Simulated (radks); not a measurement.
Values are calculated unless marked as measured or tabulated.
Isoelectronic series with 39 electrons, each ion in its NIST ground configuration. Level of theory: Dirac Kohn-Sham, LDA (Slater exchange, Perdew-Wang correlation), spin-unpolarised, spherical densities, finite nucleus; open shells are shared between the two j in proportion to 2j + 1; Fermi nuclear charge, rms radius of each element as measured or else 0.836 A^(1/3) + 0.57 fm (a radial shooting solver on a logarithmic mesh with Libxc functionals). Total energies (hartree) and mean radii <r> (bohr):

| ion | configuration | E (hartree) | 4d5/2 | 4d3/2 | 4p3/2 | 4p1/2 |
|---|---|---|---|---|---|---|
| Nb2+ | [Kr] 4d3 | -3815.21684 | 1.862 | 1.847 | 1.300 | 1.270 |
| Tc4+ | [Kr] 4d3 | -4278.38859 | 1.444 | 1.434 | 1.150 | 1.123 |
| Rh6+ | [Kr] 4d3 | -4771.14912 | 1.214 | 1.206 | 1.032 | 1.007 |
| Ag8+ | [Kr] 4d3 | -5293.70566 | 1.059 | 1.052 | 0.9373 | 0.9142 |
| In10+ | [Kr] 4d3 | -5846.32151 | 0.9446 | 0.9378 | 0.8597 | 0.8376 |
| Sb12+ | [Kr] 4d3 | -6429.30420 | 0.8553 | 0.8488 | 0.7946 | 0.7731 |
| I14+ | [Kr] 4d3 | -7042.99468 | 0.7831 | 0.7768 | 0.7391 | 0.7181 |
| Cs16+ | [Kr] 4d3 | -7687.7696 | 0.7231 | 0.7170 | 0.6911 | 0.6704 |
| La18+ | [Kr] 4d3 | -8364.0359 | 0.6724 | 0.6663 | 0.6492 | 0.6286 |
| Pr20+ | [Kr] 4d3 | -9072.2366 | 0.6287 | 0.6227 | 0.6122 | 0.5917 |
